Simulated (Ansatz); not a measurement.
Ansatz results at the PBE0-D4/def2-TZVP geometry: LUMO energy (PBE0/def2-TZVPP) -0.09 eV; HOMO–LUMO gap (B3LYP/def2-TZVPP) 7.54 eV; size of the dipole moment (ωB97M-V/def2-TZVPP) 0.13 D.

Each molecule was computed in one conformer, which needn't be the lowest.

Q: Which molecule gave them?
A. `C[CH2][Al@-]1([Cl])[Cl+][Al@@-]([Cl])([CH2]C)[Cl+]1`
B. `[F][Al@H-]1[OH+][Al@@H-]([F])[OH+]1`
C. `[AlH2-]1[SH+][AlH2-][SH+]1`
D. `[F][Al@H-]1[Cl+][Al@H-]([F])[Cl+]1`

A: A. The others give `[F][Al@H-]1[OH+][Al@@H-]([F])[OH+]1`: -0.24, 8.28, 1.79; `[AlH2-]1[SH+][AlH2-][SH+]1`: -0.65, 7.25, 1.82; `[F][Al@H-]1[Cl+][Al@H-]([F])[Cl+]1`: -0.49, 8.54, 0.01.

B3LYP here is the variant with VWN-RPA as its local correlation; programs differ in this.
